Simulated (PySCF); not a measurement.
Isomers of C8H14Si, from PBE0-D3(BJ)/def2-SVP geometry optimisation, gas phase in PySCF 2.14.0. One conformer each, no zero-point energy, no frequencies.

Question: Which is lower in electronic energy at this level?
A. `[SiH3:1]/[C:2]1=[CH:3]/[CH2:4][CH2:5]/[CH:6]=[CH:7]\[CH2:8][CH2:9]1` with C2–C3–C4–C5 -17°, C3–C4–C5–C6 -59°, C4–C5–C6–C7 83°, C6–C7–C8–C9 -17°: A = 2133, B = 1012, C = 780.6 MHz, dipole 1.25 D
B. `[CH:1]1=[CH:2][CH2:3][SiH:4]([CH:5]2[CH2:6][CH2:7][CH2:8]2)[CH2:9]1` with C3–Si4–C5–C6 177°, C1–C2–C3–Si4 10°, C2–C3–Si4–C5 103°, Si4–C5–C6–C7 -100°, C5–C6–C7–C8 -17°: A = 3160, B = 842.8, C = 746.6 MHz, dipole 0.49 D

Answer: B. That is `C1=CC[SiH](C2CCC2)C1`, 11.5 kcal/mol below the other.

| SMILES | mapped SMILES | E (Eh) | relative (kcal/mol) | relative (kJ/mol) | dipole (D) |
| --- | --- | --- | --- | --- | --- |
| C1=CC[SiH](C2CCC2)C1 | [CH:1]1=[CH:2][CH2:3][SiH:4]([CH:5]2[CH2:6][CH2:7][CH2:8]2)[CH2:9]1 | -601.94635 | 0.0 | 0.0 | 0.49 |
| [SiH3]/C1=C/CC/C=C\CC1 | [SiH3:1]/[C:2]1=[CH:3]/[CH2:4][CH2:5]/[CH:6]=[CH:7]\[CH2:8][CH2:9]1 | -601.92800 | 11.5 | 48.2 | 1.25 |

As drawn, the lower has a four-membered ring, which the higher lacks.
